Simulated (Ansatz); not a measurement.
Born–Oppenheimer molecular dynamics of C2H3O2Sb (8 atoms, charge 0, multiplicity 1). It starts at the highest image of a converged band. Of that band: Neighbouring images differ by up to 2.1 eV, so the band resolves the path poorly. A vibrational analysis at the climbing image gives one clearly imaginary mode, 1862i cm⁻¹: a first-order saddle point.

Method: RHF/def2-SVP (Ansatz 0.2.0).

- ensemble: NVE (velocity Verlet)
- time step: 0.5 fs
- steps asked: 200
- starting velocities drawn for: 300 K
- seed: 4044

First frame:

```xyz
8
Properties=species:S:1:pos:R:3
O 0.706 0.199 2.738
C 0.301 0.420 1.653
Sb 1.295 -0.399 -0.138
C -0.521 -0.875 -1.107
O 0.189 0.677 -1.448
H -0.614 1.022 1.478
H -0.368 -1.427 -2.030
H -0.896 0.326 -1.201
```

How far do the bonds stretch over the last three quarters of this one trajectory? (Pairs bonded in most of those frames.)


```json
{"bond": "O1–C2", "mean (Å)": "1.183", "spread (Å)": "0.003", "shortest": "1.18", "longest": "1.19"}
{"bond": "C2–Sb3", "mean (Å)": "2.189", "spread (Å)": "0.033", "shortest": "2.14", "longest": "2.24"}
{"bond": "C2–H6", "mean (Å)": "1.111", "spread (Å)": "0.006", "shortest": "1.10", "longest": "1.12"}
{"bond": "C4–O5", "mean (Å)": "1.249", "spread (Å)": "0.085", "shortest": "1.08", "longest": "1.36"}
{"bond": "C4–H7", "mean (Å)": "1.138", "spread (Å)": "0.083", "shortest": "0.97", "longest": "1.31"}
{"bond": "C4–H8", "mean (Å)": "1.210", "spread (Å)": "0.177", "shortest": "0.88", "longest": "1.51"}
```

Mean temperature of the second half: 2632 K. The conserved energy stayed within 4.2 meV per atom of its start (net change -0.64 meV per atom), so there is no drift, though single steps change it by up to 32 meV in the whole system, a sign of fast motions only just resolved. The system heated up, since it started high on the potential surface and ran downhill. A run of 0.1 ps of so small a system gives no equilibrium averages. The orbitals stay closed-shell, which can raise the energy where a bond breaks towards radicals; this wasn't checked here.

Time of the run: 3.8 min on 2 threads of Intel(R) Xeon(R) Platinum 8488C (Sapphire Rapids), on a shared host, peak memory 0.27 GiB.
